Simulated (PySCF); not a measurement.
Species: C2H8NSi (doublet state).
Numbering: `[CH3:1][Si:2]([CH3:3])[NH2:4]` (hydrogens: H5, H6, H7 on C1; H8, H9, H10 on C3; H11, H12 on N4)

Structure used (GFN2-xTB), in Å, numbered top down from 1:
```
atom  x, y, z in Å
C1    -1.2826   -1.0951   -0.3737
Si2   -0.2751    0.2142    0.5732
C3     1.5775   -0.2167    0.6666
N4    -0.3727    1.6644   -0.3827
H5    -2.3365   -0.8390   -0.4106
H6    -0.9241   -1.1791   -1.3978
H7    -1.1954   -2.0706    0.0938
H8     2.0030   -0.2714   -0.3336
H9     1.7334   -1.1751    1.1511
H10    2.1334    0.5305    1.2240
H11    0.2151    2.4472   -0.1468
H12   -1.2748    1.9900   -0.6896
```

The hyperfine couplings belong to this conformer and change with its torsions.

Theory: UKS B3LYP, pcH-1 on C H N Si, non-relativistic, mean-field spin-orbit, GIAO (PySCF). Geometry: GFN2-xTB, one conformer, isolated molecule. A GFN2-xTB geometry isn't a minimum of the functional, and hyperfine couplings can be far from their values at a DFT geometry, by a factor of two or more for some ions and for spin on atoms past the first row. No stability test was run, so a lower SCF solution isn't excluded.

**Question.** Predict the first-order ENDOR lines of C1/C3, N4, H5 (×6) and H11/H12 under fast tumbling at B = 338.9 mT (X band).

**Answer.** For S = 1/2 in fast tumbling each set of equivalent nuclei gives two lines, ν± = |νn ± a/2| to first order, with νn = g_N μN B/h and μN/h = 7.62259 MHz/T.

```
 nuclei  isotope     g_N  νn (MHz)  a_iso (MHz)  lower line (MHz)  upper line (MHz)
  C1/C3      13C  1.4048      3.63        65.35             29.05             36.31
     N4      14N  0.4038      1.04         5.08              1.50              3.58
H5 (×6)       1H  5.5857     14.43        11.80              8.53             20.33
H11/H12       1H  5.5857     14.43        -9.98              9.44             19.42
```

The rows for 13C, of low natural abundance, apply to labelled samples.

**Question.** Which pairs are centred on the nuclear Larmor frequency, and which on half the coupling?

**Answer.** Centred on νn, since |a| < 2νn: H5 (×6) and H11/H12. Centred on |a|/2 and split by 2νn: C1/C3 and N4.

**Question.** At what field would the lower line of N4 fall to zero frequency?

**Answer.** Where νn = |a|/2, that is B = 2.54 MHz/(0.4038 × 7.62259 MHz/T) = 825 mT, as far as first order holds there.

Nuclei that the bonding pattern makes equivalent are averaged, as if the motion that swaps them (rotation, inversion, ring flip) were fast. The six 1H nuclei of mean +11.8 MHz run from -4.1 to 40.1 MHz in the frozen geometry.

Largest spin populations (Mulliken): Si2 (+0.79) and N4 (+0.12). Si2 is the only atom above +0.15. The angles at Si2 add up to 323.9°, so it is pyramidal.

The run took 22 s (grids of density and orbitals included) on one thread, Arm Neoverse V2 (aarch64), no GPU (shared host), and the process peaked at 0.69 GiB of memory.
